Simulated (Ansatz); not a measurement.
Reaction (redistribution): `OBBS` + `C[S][AlH][F]` → `O[BH][AlH][F]` + `CSBS`

Program: Ansatz. Geometries: PBE0-D4/def2-TZVP. ΔE: electronic, gas phase. CBS: MP2 limit from def2 TZ/QZ plus the TZ coupled-cluster correction, frozen cores. This one scheme is used for every species. DFT in def2-TZVPP. Each species was taken in one conformer, which may not be the lowest.

`OBBS`:

Cartesian coordinates in Å:
```
O -0.404 1.061 -1.557
B -0.731 0.515 -0.359
B 0.237 -0.679 0.336
S 1.639 -0.220 1.316
H -1.040 1.712 -1.865
H -1.744 0.888 0.187
H -0.021 -1.842 0.233
H 2.064 -1.434 1.709
```

`C[S][AlH][F]`:

```xyz
8

C     0.715   -0.245    1.147
S    -0.882    0.567    0.801
Al   -0.935    0.339   -1.344
F    -2.235    0.934   -2.160
H     1.197   -0.607    0.238
H     1.372    0.474    1.634
H     0.540   -1.087    1.814
H     0.227   -0.375   -2.131
```

`O[BH][AlH][F]`:

Cartesian coordinates in Å:
```
O -0.919 0.073 -1.459
B -0.262 0.608 -0.400
Al 0.579 -0.737 1.047
F 2.233 -0.857 1.096
H -1.265 0.728 -2.073
H -0.187 1.813 -0.332
H -0.179 -1.628 2.121
```

`CSBS`:

Z-matrix (Å, degrees):
```
C
S 1 1.811
H 1 1.089 2 107.1
H 1 1.088 2 110.5 3 -118.9
H 1 1.088 2 110.5 3 118.9
B 2 1.774 1 103.2 3 179.7
S 6 1.787 2 122.7 1 180.0
H 6 1.193 2 121.0 1 -0.0
H 7 1.346 6 98.7 2 -0.0
```

```tsv
level	ΔE (eV)
r2SCANh	0.50
CAM-B3LYP	0.49
LC-ωPBE	0.47
HF/def2-TZVPP	0.57
MP2/def2-TZVPP	0.47
SCS-MP2/def2-TZVPP	0.47
CCSD/def2-TZVPP	0.49
SCS-MP2/def2-QZVPP	0.49
```

What does CCSD(T)/CBS give? (Estimate.)

Computed: +0.49 eV. The listed levels differ from it by 0.01, 0.00, -0.02, 0.08, -0.02, -0.02, 0.00, 0.00 eV.

Largest T1 diagnostic among the species: 0.016.

From BLYP to BHLYP (50 % exact exchange), in def2-TZVPP and without D4, ΔE moves by +0.08 eV. At CCSD(T), def2-SVP lies −0.10 eV from the extrapolated value and def2-TZVPP −0.02 eV.
